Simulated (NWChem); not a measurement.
Program: NWChem. System: hydrogen telluride (H$_{2}$Te), charge 0, spin multiplicity 1, at a geometry optimised with PBE/def2-SVP with def2 effective core potentials on Te. Level: CCSD(T)/def2-TZVP with def2 effective core potentials on Te, 4 core orbitals frozen.

Output (cleaned and shortened):

```
             Northwest Computational Chemistry Package (NWChem) 7.3.0
             --------------------------------------------------------

                                NWChem Input Module
                                -------------------

 Scaling coordinates for geometry "geometry" by  1.889725989
 (inverse scale =  0.529177249)

 Turning off AUTOSYM since
 SYMMETRY directive was detected!

                             Geometry "geometry" -> ""
                             -------------------------

 Output coordinates in angstroms (scale by  1.889725989 to convert to a.u.)

  No.       Tag          Charge          X              Y              Z
 ---- ---------------- ---------- -------------- -------------- --------------
    1 Te                  52.0000     0.00000000     0.00000000     0.04413200
    2 H                    1.0000    -1.18446900     0.00000000    -1.14743600
    3 H                    1.0000     1.18446900     0.00000000    -1.14743600

 Effective nuclear repulsion energy (a.u.)      32.9796457162

            Nuclear Dipole moment (a.u.)
            ----------------------------
        X                 Y               Z
 ---------------- ---------------- ----------------
     0.0000000000     0.0000000000    -0.0000151178

      Symmetry information
      --------------------

 Group name             C2v
 Group number             16
 Group order               4
 No. of unique centers     2

      Symmetry unique atoms

     1    2


 Summary of "ao basis" -> "" (spherical)
 ------------------------------------------------------------------------------
       Tag                 Description            Shells   Functions and Types
 ---------------- ------------------------------  ------  ---------------------
 *                         def2-tzvp                  on all atoms

 Summary of "ao basis" -> "ao basis" (spherical)
 ------------------------------------------------------------------------------
       Tag                 Description            Shells   Functions and Types
 ---------------- ------------------------------  ------  ---------------------
 Te                        def2-tzvp                16       50   6s5p3d2f
 H                         def2-tzvp                 4        6   3s1p

                                 NWChem SCF Module
                                 -----------------

  ao basis        = "ao basis"
  functions       =    62
  atoms           =     3
[...]
 ccsd(t): done        8 out of       49 progress:   16.3%
 ccsd(t): done        9 out of       49 progress:   18.4%
 ccsd(t): done       10 out of       49 progress:   20.4%
 ccsd(t): done       11 out of       49 progress:   22.4%
 ccsd(t): done       12 out of       49 progress:   24.5%
 ccsd(t): done       13 out of       49 progress:   26.5%
 ccsd(t): done       14 out of       49 progress:   28.6%
 ccsd(t): done       15 out of       49 progress:   30.6%
 ccsd(t): done       16 out of       49 progress:   32.7%
 ccsd(t): done       17 out of       49 progress:   34.7%
 ccsd(t): done       18 out of       49 progress:   36.7%
 ccsd(t): done       19 out of       49 progress:   38.8%
 ccsd(t): done       20 out of       49 progress:   40.8%
 ccsd(t): done       21 out of       49 progress:   42.9%
 ccsd(t): done       22 out of       49 progress:   44.9%
 ccsd(t): done       23 out of       49 progress:   46.9%
 ccsd(t): done       24 out of       49 progress:   49.0%
 ccsd(t): done       25 out of       49 progress:   51.0%
 ccsd(t): done       26 out of       49 progress:   53.1%
 ccsd(t): done       27 out of       49 progress:   55.1%
 ccsd(t): done       28 out of       49 progress:   57.1%
 ccsd(t): done       29 out of       49 progress:   59.2%
 ccsd(t): done       30 out of       49 progress:   61.2%
 ccsd(t): done       31 out of       49 progress:   63.3%
 ccsd(t): done       32 out of       49 progress:   65.3%
 ccsd(t): done       33 out of       49 progress:   67.3%
 ccsd(t): done       34 out of       49 progress:   69.4%
 ccsd(t): done       35 out of       49 progress:   71.4%
 ccsd(t): done       36 out of       49 progress:   73.5%
 ccsd(t): done       37 out of       49 progress:   75.5%
 ccsd(t): done       38 out of       49 progress:   77.6%
 ccsd(t): done       39 out of       49 progress:   79.6%
 ccsd(t): done       40 out of       49 progress:   81.6%
 ccsd(t): done       41 out of       49 progress:   83.7%
 ccsd(t): done       42 out of       49 progress:   85.7%
 ccsd(t): done       43 out of       49 progress:   87.8%
 ccsd(t): done       44 out of       49 progress:   89.8%
 ccsd(t): done       45 out of       49 progress:   91.8%
 ccsd(t): done       46 out of       49 progress:   93.9%
 ccsd(t): done       47 out of       49 progress:   95.9%
 ccsd(t): done       48 out of       49 progress:   98.0%
 ccsd(t): done       49 out of       49 progress:  100.0%
 Time for integral evaluation pass     1        2.80
 Time for triples evaluation pass      1        2.63

 pseudo-e(mp4)  -0.10045933287138E-01
 pseudo-e(mp5)   0.48092000932238E-03
        e(t)    -0.95650132778153E-02

 --------------
 CCSD(T) Energy
 --------------
 Reference energy:                    -268.151922138068869

 CCSD corr. energy:                     -0.459478963889024
 T(CCSD) corr. energy:                  -0.010045933287138
 Total CCSD+T(CCSD) energy:           -268.621447035245012

 CCSD corr. energy:                     -0.459478963889024
 (T) corr. energy:                      -0.009565013277815
 Total CCSD(T) energy:                -268.620966115235717

 routine      calls  cpu(0)   cpu-min  cpu-ave  cpu-max   i/o
 aoccsd          1     0.01     0.01     0.01     0.01    0.00
 iterdrv         1     0.02     0.02     0.02     0.02    0.00
 pampt          11     0.09     0.09     0.09     0.09    0.00
 t2pm           11     0.15     0.15     0.15     0.15    0.00
 sxy            11     0.28     0.28     0.28     0.28    0.00
 ints       990000    37.81    37.81    37.81    37.81    0.00
 t2eri        3300     4.96     4.96     4.96     4.96    0.00
 idx2         3300     0.65     0.65     0.65     0.65    0.00
 idx34          11     0.06     0.06     0.06     0.06    0.00
 ht2pm          11     0.16     0.16     0.16     0.16    0.00
 itm            11     0.88     0.88     0.88     0.88    0.00
 pdiis          11     0.03     0.03     0.03     0.03    0.00
 triples         1     0.00     0.00     0.00     0.00    0.00
 rdtrpo          1     0.01     0.01     0.01     0.01    0.00
 trpmos          1     2.80     2.80     2.80     2.80    0.00
 trpdrv          1     0.37     0.37     0.37     0.37    0.00
 dovvv       39690     0.98     0.98     0.98     0.98    0.00
 doooo       39690     0.29     0.29     0.29     0.29    0.00
 tengy       35721     0.94     0.94     0.94     0.94    0.00
 Total                50.50    50.50    50.50    50.50    0.00

 Task  times  cpu:       54.1s     wall:       54.1s

 Total times  cpu:       54.1s     wall:       54.1s
```

Task: Write an NWChem input that would produce this output.

Result: Several could match; the one computed here: 
```
start mol
memory heap 100 mb stack 700 mb global 1900 mb
geometry units angstroms nocenter noautoz
  Te     0.000000     0.000000     0.044132
  H     -1.184469     0.000000    -1.147436
  H      1.184469     0.000000    -1.147436
  symmetry group C2v
end
basis spherical
  * library def2-tzvp
end
ecp
  Te library def2-ecp
end
scf
  rhf
  nopen 0
  maxiter 100
  thresh 1e-7
  semidirect memsize 60000000 filesize 0
end
ccsd
  freeze core 4
  maxiter 60
end
task ccsd(t) energy
```
